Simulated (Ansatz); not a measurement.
Reaction (SMILES): [Cl][Au] -> [Cl][Au] as doublet, charge +1 + e-
Each molecule is optimised on its own at B3LYP-D3(BJ)/def2-TZVP (Ansatz, a quantum-chemistry and plane-wave program). Frequencies are from Ansatz. [Cl][Au] as doublet, charge +1: The spin state was set by rule; other spins were not relaxed. A spin state is the lowest found, not a proven ground state.

Quantity: adiabatic ionisation energy (0 K, with B3LYP-D3(BJ) harmonic zero-point energies), in eV. Correlated levels leave the core frozen unless marked. Open shells are spin-unrestricted. No spin-orbit coupling. Frozen are the shells of the preceding noble gas and the d and f shells that filled before the atom's block. In def2 rows, elements after Kr have scalar-relativistic effective core potentials. CBS(X,Y): correlation extrapolated as X^-3; Hartree-Fock from the larger set.

| level | program | adiabatic ionisation energy (eV) |
|---|---|---|
| BLYP-D4/def2-TZVPD | Ansatz + dftd4 | 10.28 |
| BLYP/def2-TZVPD | Ansatz | 10.26 |
| revPBE-D4/def2-TZVPD | Ansatz + dftd4 | ? |
| r2SCAN-D3(BJ)/def2-TZVPD | Ansatz + dftd3 | 10.40 |
| B97M-V/def2-TZVPD | Ansatz | 10.39 |
| B3LYP-D4/def2-TZVPD | Ansatz + dftd4 | ? |
| PBE0-D3(BJ)/def2-TZVP | Ansatz + dftd3 | 10.40 |
| PBE0/def2-TZVP | Ansatz | 10.40 |
| BHLYP-D3(BJ)/def2-TZVPD | Ansatz + dftd3 | 10.28 |
| BHLYP/def2-TZVPD | Ansatz | 10.28 |
| r2SCAN0/def2-TZVPD | Ansatz | 10.42 |
| CAM-B3LYP-D3(BJ)/def2-TZVPD | Ansatz + dftd3 | 10.47 |
| CAM-B3LYP-D4/def2-TZVPD | Ansatz + dftd4 | 10.48 |
| LC-wPBE-D3(BJ)/def2-TZVPD | Ansatz + dftd3 | 10.39 |
| LC-wPBE/def2-TZVPD | Ansatz | 10.39 |
| CCSD/def2-TZVPP | Ansatz | ? |
| CCSD/def2-QZVPP | Ansatz | 10.40 |
| CCSD(T)/CBS(def2-TZVPPD,def2-QZVPPD) | Ansatz | 10.60 |

Q: What belongs in the gaps?

A: 
- revPBE-D4/def2-TZVPD, adiabatic ionisation energy (eV): 10.30
- B3LYP-D4/def2-TZVPD, adiabatic ionisation energy (eV): 10.49
- CCSD/def2-TZVPP, adiabatic ionisation energy (eV): 10.27
